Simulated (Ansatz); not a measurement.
`C=C(Cl)I`. Total charge 0; spin multiplicity 1. I takes the def2 core potential.

Z-matrix (Å, degrees):
```
C
C 1 1.322
H 1 1.081 2 120.9
H 1 1.083 2 120.3 3 179.9
Cl 2 1.715 1 122.4 3 -180.0
I 2 2.084 1 122.2 3 0.0
```

Question: What are the harmonic wavenumbers in cm⁻¹ at PBE0-D4/def2-TZVP (Ansatz, finite differences of forces, unscaled)? (Best estimate.)

Answer: Computed: 210, 318, 422, 507, 691, 760, 914, 1084, 1400, 1667, 3174, 3274.

Question: Is this a minimum?

Answer: Yes, all 12 modes are real.

Question: Give the ideal-gas thermochemistry at 298.15 K and 1 bar (rigid rotor, harmonic oscillator; point group Cs, symmetry number 1).

Answer: Zero-point energy 86.3 kJ/mol; H(298) − E = 100.8 kJ/mol; entropy 313.3 J/(mol·K), of which translation 174.2, rotation 115.4, vibration 23.7; G(298) − E = 7.3 kJ/mol.

Question: And at 400, 500, 600, 800 and 1000 K?

Answer: 
| T (K) | H − E (kJ/mol) | S (J/mol/K) | G − E (kJ/mol) |
| --- | --- | --- | --- |
| 400 | 108.4 | 335.3 | -25.7 |
| 500 | 116.8 | 354.0 | -60.2 |
| 600 | 125.9 | 370.7 | -96.5 |
| 800 | 145.8 | 399.1 | -173.5 |
| 1000 | 167.1 | 422.9 | -255.8 |

Question: Rotational constants (cm⁻¹)?

Answer: 0.229, 0.05138, 0.04197.
